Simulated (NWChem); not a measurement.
# Lowest excitation of silylarsine (H₅AsSi)

```
Si
H 1 1.4920
H 1 1.4921 2 109.00
H 1 1.4921 2 109.00 3 118.62
As 1 2.3948 2 113.53 3 -120.69
H 5 1.5310 1 92.43 2 46.17
H 5 1.5310 6 92.24 1 92.53
```
Charge 0, spin multiplicity 1.

Everything below was run with NWChem. All single points use one geometry, from B3LYP/def2-SVP, a minimum by its harmonic frequencies.

Basis set: def2-SVP. CR-EOMCCSD(T) is the triples correction to the same EOM-CCSD root.

The Hamiltonian is non-relativistic. The correlated methods keep 14 core orbitals frozen. B3LYP has NWChem's definition, with VWN1-RPA local correlation. No row is a measurement; the coupled-cluster row has its own basis-set and correlation limits.

Q: One of these methods gave a lowest vertical singlet excitation energy of 6.99 eV. Which?
A) CIS
B) EOM-CCSD
C) TD-B3LYP

A: B, EOM-CCSD. The others give 6.63 (TD-B3LYP), 7.15 (CIS).
